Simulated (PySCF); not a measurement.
Delta-SCF ions had no search for a lower state. Excitations are Tamm–Dancoff values on a coarser integration grid. The basis has no diffuse functions, so Rydberg states are missing or too high.

**C$_{3}$H$_{3}$F, SMILES `FC1=CC1` (charge 0, multiplicity 1)**

Computed with PBE-D3(BJ)/def2-TZVP run with PySCF 2.14.0.

```yaml
HOMO: -6.11 eV
dipole_moment: 0.227 e·Å
LUMO: -0.68 eV
HOMO–LUMO gap: 5.43 eV
S1 excitation (TDA): 6.85 eV
S1 oscillator strength: 0.074
brightest of the four lowest singlets (TDA): 6.85 eV
T1 excitation (TDA): 4.48 eV
S1–T1 gap (TDA): 2.37 eV
vertical ionisation energy (Delta-SCF): 9.69 eV
total_energy: -5869.47 eV
cost: very roughly 60 core-seconds
```

```xyz
7

F      1.6947    -1.2654    -0.2866
C      0.7206    -0.3822    -0.1194
C      0.3639     0.8556    -0.0431
C     -0.7266    -0.2561     0.1097
H      0.5290     1.9241    -0.0512
H     -1.4336    -0.4232    -0.7145
H     -1.1481    -0.4529     1.1052
```
